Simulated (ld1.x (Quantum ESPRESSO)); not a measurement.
## Transferability test, PAW potential for gold

| Quantity | Value |
| --- | --- |
| Element | Au (Z = 79) |
| Generator | ld1.x (Quantum ESPRESSO) 7.5 |
| Type | PAW |
| Functional | LDA (PZ) |
| Relativity | fully relativistic |
| Frozen core | [Xe] 4f14 |
| Valence charge | 11 |
| Reference configuration | 5d10 6s0 6p1 |
| Partial waves | 6s (bound, empty): rcut 2.05, rcutus 2.45 bohr; 6s channel at 0.1 Ry: rcut 2.05, rcutus 2.45 bohr; 6p (bound): rcut 2.80, rcutus 3.20 bohr; 6p channel at 2.1 Ry: rcut 2.80, rcutus 3.20 bohr; 5d (bound): rcut 1.95, rcutus 2.50 bohr; 5d channel at 4.5 Ry: rcut 1.95, rcutus 2.50 bohr |
| Local potential | all-electron potential smoothed inside 1.85 bohr (lloc = -1) |
| Core correction | Bessel-smoothed model core inside 1.40 bohr |
| Augmentation charge | BESSEL, radius 1.50 bohr |

Open shells are filled in proportion to 2j + 1 (rel_dist='average').

Energies are relative to the spin-unpolarised reference configuration 5d10 6s0 6p1; without spin polarisation the order of configurations can differ from experiment. The frozen-core shift is the all-electron ΔE with the core orbitals held at their reference shape minus the fully relaxed ΔE.

```
valence configuration  charge  ΔE all-electron (eV)  error AE − PS (meV)  frozen-core shift (meV)
         5d10 6s1 6p0       0                -5.343                 -2.2                     +0.4
         5d10 6s0 6p0      +1                 4.447                 -0.3                     +0.4
          5d9 6s0 6p0      +2                25.969                  -21                      +29
          5d7 6s0 6p0      +4               108.120                 -518                     +580
       5d10 6s0.5 6p0    +0.5                -1.387                 -0.2                     +0.1
          5d9 6s2 6p0       0                -3.719                  -46                      +23
```

Problem. What are ΔE and the potential's error for 5d8 6s0 6p0?

Solution. ΔE = 60.138 eV all-electron; the error (AE − PS) is -155 meV.

Levels in the configuration 5d10 6s0 6p0:

```tsv
level	all-electron (eV)	pseudo (eV)
5d j=3/2	-16.598	-16.592
5d j=5/2	-15.018	-15.013
```

The ghost test of this file was not conclusive.
